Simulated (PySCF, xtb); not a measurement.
C₂H₇NSi₂, SMILES [C@H]1([SiH2]C=N1)[SiH3].

GFN2-xTB in xtb at its own geometry gives an orbital gap of 2.65 eV and a dipole moment of 2.57 D.

Geometry optimised at ωB97X-D3(BJ)/def2-SVP. The structure was generated by enumeration; whether it is a known compound was not checked.

### Question
What does r2SCAN/def2-TZVP run with PySCF give? (The exact figures need the calculation; the answer reports its results.)

### Answer
gap 4.01 eV (levels -5.95 and -1.95 eV), dipole 1.68 D.
